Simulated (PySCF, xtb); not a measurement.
CdCl, SMILES [Cl][Cd] (connectivity only; charge and spin as stated), neutral, multiplicity 2.

Harmonic wavenumbers (cm⁻¹) from GFN2-xTB run with xtb at its own minimum, in rising order: 230.

### Question
What does r2SCAN-D4/def2-TZVPD run with PySCF 2.14.0 give at its own minimum? (Estimate from the structure and the level; the computed values follow.)

### Answer
309. Paired by order, the mean absolute difference is 79 cm⁻¹ and the zero-point energies are 0.3 and 0.4 kcal/mol.
